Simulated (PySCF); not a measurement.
FH5N2OSn. Atoms are numbered in the order given.

```xyz
10

N     -1.4566    -1.3593    -0.4281
Sn     0.0024    -0.0140     0.0149
N      1.6622    -0.7216     0.9463
O     -0.6782     1.4182     1.1964
F      0.4331     0.7834    -1.7160
H     -1.5802    -1.4406    -1.4386
H     -1.2406    -2.2872    -0.0615
H      2.4195    -0.8989     0.2843
H      2.0020    -0.0408     1.6283
H     -1.6331     1.5364     1.0892
```

Geometry: B3LYP-D3(BJ)/def2-SVP. The structure was generated by enumeration; whether it is a known compound was not checked. The def2 effective core potentials stand for the cores of Sn; spin–orbit coupling is left out. The values are those of a single conformer.

The numbers are results of B3LYP/def2-TZVP run with PySCF, not measurements.

The molecule is in vacuum.

```json
{
  "total_energy": "-502.15852 hartree",
  "highest_occupied_level": "-7.84 eV",
  "lowest_empty_level": "-1.78 eV",
  "orbital_gap": "6.07 eV",
  "dipole_moment": "2.11 D",
  "quadrupole, principal values (traceless, Buckingham form, about the centre of nuclear charge)": "-10.76, 2.72, 8.04 D·Å",
  "mean_static_polarisability": "55.6 bohr³ (8.24 Å³)",
  "polarisability_principal_values": "49.3, 55.0, 62.6 bohr³"
}
```
